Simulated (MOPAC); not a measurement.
Input for MOPAC: PM7 on H2I2Zr (SMILES [I][ZrH2][I]), 2S+1 = 3, a spin state set in the input, which need not be the lowest.

```
PM7 1SCF PRECISE CHARGE=0 UHF MS=1 THREADS=1
H2I2Zr

Zr    -0.42431796 1    -0.22945727 1     0.28952344 1
I      0.29310022 1     1.07682807 1    -2.20294645 1
I      2.39162200 1     0.47582973 1     0.21022873 1
H     -1.48752271 1     0.75101974 1     1.46237810 1
H     -0.82655270 1    -2.04447370 1     0.18360196 1
```

Program output:

```
*******************************************************************************
 **                                                                           **
 **                              MOPAC v23.2.5                                **
 **                                                                           **
 *******************************************************************************
 ** MOPAC's Digital Object Identifier: https://doi.org/10.5281/zenodo.6511958 **
 **                                                                           **
 ** Please cite the open-source release paper for use of this MOPAC version:  **
 ** J. E. Moussa and J. J. P. Stewart (2026)                                  **
 ** MOPAC: An open-source semiempirical molecular orbital program             **
 ** J. Open Source Softw., 11(119), 8025, https://doi.org/10.21105/joss.08025 **
 *******************************************************************************

                              PM7 CALCULATION RESULTS

 *******************************************************************************
 *  PM7        - The PM7 Hamiltonian to be used
 *  UHF        - UNRESTRICTED HARTREE-FOCK CALCULATION
 *
 *
 *
 *                 CHARGE ON SYSTEM = 0
 *
 *
 *
 *  MS=        - IN MECI, MAGNETIC COMPONENT OF SPIN =  1.0
 *  PRECISE    - TIGHTER CRITERIA TO BE USED
 *  1SCF       - DO 1 SCF AND THEN STOP
 *  THREADS=1  - MULTI-THREADING NOT USED
 *  T=         - A TIME OF 172800.0 SECONDS REQUESTED
 *  DUMP=N     - RESTART FILE WRITTEN EVERY 7200.0 SECONDS REQUESTED
 *******************************************************************************
PM7 1SCF PRECISE CHARGE=0 UHF MS=1 THREADS=1
 H2I2Zr

   ATOM   CHEMICAL          X               Y               Z
  NUMBER   SYMBOL      (ANGSTROMS)     (ANGSTROMS)     (ANGSTROMS)

     1      Zr         -0.42431796  *  -0.22945727  *   0.28952344  *
     2       I          0.29310022  *   1.07682807  *  -2.20294645  *
     3       I          2.39162200  *   0.47582973  *   0.21022873  *
     4       H         -1.48752271  *   0.75101974  *   1.46237810  *
     5       H         -0.82655270  *  -2.04447370  *   0.18360196  *



          CARTESIAN COORDINATES

    NO.       ATOM           X           Y           Z

     1        Zr         -0.4243     -0.2295      0.2895
     2         I          0.2931      1.0768     -2.2029
     3         I          2.3916      0.4758      0.2102
     4         H         -1.4875      0.7510      1.4624
     5         H         -0.8266     -2.0445      0.1836

 General Reference for PM7:
 "Optimization of Parameters for Semiempirical Methods VI: More Modifications to the
 NDDO Approximations and Re-optimization of Parameters", J. J. P. Stewart, J. Mol. Mod., 1:32, 19 (2013)
 https://link.springer.com/article/10.1007/s00894-012-1667-x

           Empirical Formula: H2 Zr I2  =     5 atoms



      MOLECULAR POINT GROUP   :   C2v


          UHF CALCULATION, NO. OF ALPHA ELECTRONS =   11
                           NO. OF BETA  ELECTRONS =    9

 -------------------------------------------------------------------------------
 PM7 1SCF PRECISE CHARGE=0 UHF MS=1 THREADS=1
 H2I2Zr



     1SCF WAS SPECIFIED, SO BFGS WAS NOT USED
     SCF FIELD WAS ACHIEVED


                              PM7 CALCULATION
                                                       MOPAC v23.2.5 Linux




          FINAL HEAT OF FORMATION =        102.36620 KCAL/MOL =     428.30018 KJ/MOL


          COSMO AREA              =        177.36 SQUARE ANGSTROMS
          COSMO VOLUME            =        205.83 CUBIC ANGSTROMS

          IONIZATION POTENTIAL    =          6.534062 EV
          ALPHA SOMO LUMO (EV)    =         -6.534 -0.476
          BETA  SOMO LUMO (EV)    =         -7.624 -3.168
          NO. OF ALPHA ELECTRONS  =         11
          NO. OF BETA  ELECTRONS  =          9
          MOLECULAR WEIGHT        =        347.0448         POINT GROUP:  C2v

          MOLECULAR DIMENSIONS (Angstroms)

            Atom       Atom       Distance
            H     4    I     2     4.08795
            I     3    H     5     3.77052
            I     3    H     4     2.25908


          SCF CALCULATIONS        =          1





   ATOM   CHEMICAL          X               Y               Z
  NUMBER   SYMBOL      (ANGSTROMS)     (ANGSTROMS)     (ANGSTROMS)

     1      Zr         -0.42431796  *  -0.22945727  *   0.28952344  *
     2       I          0.29310022  *   1.07682807  *  -2.20294645  *
     3       I          2.39162200  *   0.47582973  *   0.21022873  *
     4       H         -1.48752271  *   0.75101974  *   1.46237810  *
     5       H         -0.82655270  *  -2.04447370  *   0.18360196  *

                             CARTESIAN COORDINATES

   1   Zr       -0.424317960    -0.229457270     0.289523440
   2    I        0.293100220     1.076828070    -2.202946450
   3    I        2.391622000     0.475829730     0.210228730
   4    H       -1.487522710     0.751019740     1.462378100
   5    H       -0.826552700    -2.044473700     0.183601960


           Empirical Formula: H2 Zr I2  =     5 atoms



      MOLECULAR POINT GROUP   :   C2v


          ALPHA EIGENVALUES
 -23.53253 -21.65655 -14.99905 -10.07224  -9.79541  -9.19259  -9.07094  -8.80142
  -8.75617  -7.62078  -6.53406  -0.47584   1.04139   1.83339   1.86893   3.04044
  25.88985  25.98272  26.98196 126.49475 126.51493 127.28863 128.63542 128.65848
 130.17771 130.18590 132.19578 132.61776 132.65872


           BETA EIGENVALUES
 -23.47179 -21.57438 -10.07975  -9.76593  -9.10943  -9.06324  -8.86133  -8.51275
  -7.62355  -3.16805   0.31884   1.50344   1.87229   2.30090   2.83000   3.29686
  26.87286  27.02794  27.41152 126.48118 126.58750 127.30369 128.70859 128.73616
 130.24835 130.26160 132.20435 132.62499 132.70351


              NET ATOMIC CHARGES AND DIPOLE CONTRIBUTIONS

  ATOM NO.   TYPE          CHARGE      No. of ELECS.   s-Pop       p-Pop       d-Pop
    1         Zr           1.315619        2.6844     0.40083     0.09306     2.19049
    2          I          -0.533646        7.5336     1.84395     5.68667     0.00302
    3          I          -0.532859        7.5329     1.84390     5.68594     0.00302
    4          H          -0.339872        1.3399     1.33987
    5          H           0.090757        0.9092     0.90924
 DIPOLE           X         Y         Z       TOTAL
 POINT-CHG.    -7.486    -7.545     4.631    11.594
 HYBRID        -1.416    -1.050     0.961     2.008
 SUM           -8.902    -8.595     5.592    13.579


          ATOMIC ORBITAL ELECTRON POPULATIONS

     Atom    s        px        py        pz      x^2-y^2     xz        z^2       yz        xy
    1 Zr   0.40083   0.04289   0.01640   0.03376   0.23196   0.25532   0.38789   0.68895   0.62638
    2  I   1.84395   1.94172   1.91867   1.82628   0.00031   0.00157   0.00054   0.00035   0.00025
    3  I   1.84390   1.79408   1.93781   1.95404   0.00046   0.00161   0.00036   0.00019   0.00040
    4  H   1.33987
    5  H   0.90924


                    (SZ)    =    1.000000
                    (S**2)  =    2.007558


          ATOMIC ORBITAL SPIN POPULATIONS

    Atom   Total    s     px     py     pz   x^2-y^2  xz     z^2    yz     xy
         Atomic
    1 Zr  1.1449  0.023  0.001  0.005  0.001  0.055  0.026  0.201  0.410  0.423
    2  I  0.0166 -0.001 -0.004  0.015  0.006  0.000  0.000  0.000  0.000  0.000
    3  I  0.0169 -0.001 -0.002  0.020 -0.001  0.000  0.000  0.000  0.000  0.000
    4  H -0.0459 -0.046
    5  H  0.8674  0.867

 **********************
 *                    *
 * JOB ENDED NORMALLY *
 *                    *
 **********************




 == MOPAC DONE ==
```

The run finished.

Cost: very roughly 0.17 core-seconds.
